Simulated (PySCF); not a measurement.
Input of a run (PBE0-D3(BJ)/def2-SVP geometry optimisation, gas phase, def2 core potentials past Kr (PySCF 2.14.0)), started from GFN2-xTB:
```
{"job": {"xc": "PBE0", "basis": "def2-SVP", "d3": "d3bj", "grid": 1, "maxiter": 40, "kind": "geom"}, "charge": 0, "multiplicity": 1}
Ta    -0.000130    -0.000020    -0.000050
F     -0.014960    -0.005060     1.795730
F      0.015220     0.005050    -1.795500
F      1.818270     0.009960     0.015090
F     -0.917820     1.569960    -0.003110
F     -0.900580    -1.579890    -0.012160
```

Output (energies in Eh, forces in Eh/bohr):
```
step   0  E = -555.68779811  max force = 0.073387
step   1  E = -555.69463047  max force = 0.037665
step   2  E = -555.70139842  max force = 0.009817
step   3  E = -555.70165735  max force = 0.002623
step   4  E = -555.70168334  max force = 0.000242
step   5  E = -555.70168517  max force = 0.000186
optimisation converged
```

Task: Summarise the run.

Result: The energy falls by 8.7 kcal/mol over 6 energy and gradient evaluations, the largest force component goes from 0.0734 to 1.9e-04 Eh/bohr, and the atoms move by 0.055 Å rms after alignment. Among the bonds, Ta1–F2 and Ta1–F3 change most and about equally (+0.084 Å). Bonds longer at the end by more than 0.005 Å: 5 of 5; shorter: 0. The energy never rose by more than 1e-6 Eh on the way. The first step brought 49 % of the lowering.

Task: What are the final bond lengths?

Result: Ta1–F2 1.880 Å, Ta1–F3 1.880 Å, Ta1–F4 1.851 Å, Ta1–F5 1.853 Å, Ta1–F6 1.853 Å. Numbering counts from 1 in the input's order; the species is `[F][Ta]([F])([F])([F])[F]`.

The run used 102 basis functions and 37 SCF cycles in all. On one thread of an Arm Neoverse V1 (shared host), this took 36 s of wall time.

No frequency check.
